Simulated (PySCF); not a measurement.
F₅Nb (SMILES [F][Nb]([F])([F])([F])[F]), singlet, geometry from GFN2-xTB (such geometries of metal compounds can be far from the true shape) (core potentials on Nb).

Input for PySCF:
```python
from pyscf import gto, scf, dft

mol = gto.M(
    atom='''
Nb   -0.000000   -0.000000    0.000000
F     1.478714   -0.914668   -0.530257
F    -0.329884    0.246599    1.770522
F    -1.148830    0.668069   -1.240266
F    -0.928719   -1.524184    0.039250
F     0.928719    1.524184   -0.039250
''',
    basis='def2-sv(p)',
    ecp={'Nb': 'def2-sv(p)'},
    charge=0,
    spin=0,
    verbose=4,
)

mf = dft.RKS(mol)
mf.xc = 'lc_wpbe'
mf = mf.density_fit(auxbasis='def2-universal-jkfit')
mf.kernel()
mf.analyze()
```

Task: What is the computed HOMO-LUMO gap (DF-LC-WPBE/def2-SV(P) (PySCF))?

Result: 14.44 eV

Task: Predict the number of basis functions from DF-LC-WPBE/def2-SV(P).

Result: 94

Task: Predict the total energy from DF-LC-WPBE/def2-SV(P).

Result: -555.7940 Eh
